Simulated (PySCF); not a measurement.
# Highest orbital energy against ionisation energy along the 4p block

Calculated with PySCF 2.14, no spin-orbit coupling. Each cell gives −ε(HOMO) / ΔSCF in eV; NIST values include spin-orbit coupling, (s) semi-empirical, (t) theoretical.

```
                           species              UHF              LDA              PBE             PBE0           r2SCAN  NIST (lowest levels)
Ga²⁺ (ANO-RCC-VTZP, spin-free X2C)  29.740 / 29.642  27.016 / 31.852  26.664 / 31.530  27.572 / 31.145  27.018 / 31.269                30.726
Ge²⁺ (ANO-RCC-VTZP, spin-free X2C)  32.464 / 32.244  29.662 / 34.844  29.265 / 34.428  30.288 / 34.064  29.553 / 34.078                34.058
As²⁺ (ANO-RCC-VTZP, spin-free X2C)  27.807 / 27.482  23.215 / 28.241  23.189 / 28.071  24.519 / 28.106  23.656 / 28.304        28.349 ± 0.012
Se²⁺ (ANO-RCC-VTZP, spin-free X2C)  31.448 / 30.998  26.319 / 31.754  26.281 / 31.564  27.768 / 31.628  26.807 / 31.827        31.697 ± 0.019
Br²⁺ (ANO-RCC-VTZP, spin-free X2C)  35.219 / 34.661  29.481 / 35.317  29.444 / 35.129  31.105 / 35.243  30.064 / 35.462        34.871 ± 0.019
Kr²⁺ (ANO-RCC-VTZP, spin-free X2C)  35.146 / 34.337  29.983 / 35.828  29.862 / 35.519  31.468 / 35.541  30.304 / 35.615         35.838 ± 0.02
```

Task: How far is −ε(HOMO) from ΔSCF on average for each method, and why?

Result: UHF 0.41 eV; LDA -5.36 eV; PBE -5.26 eV; PBE0 -3.83 eV; r2SCAN -4.86 eV. Hartree-Fock orbital energies lack relaxation and so exceed the ΔSCF value; semilocal functionals have convex E(N) from self-interaction, so their HOMO lies far too high; exact exchange moves hybrids part of the way back.
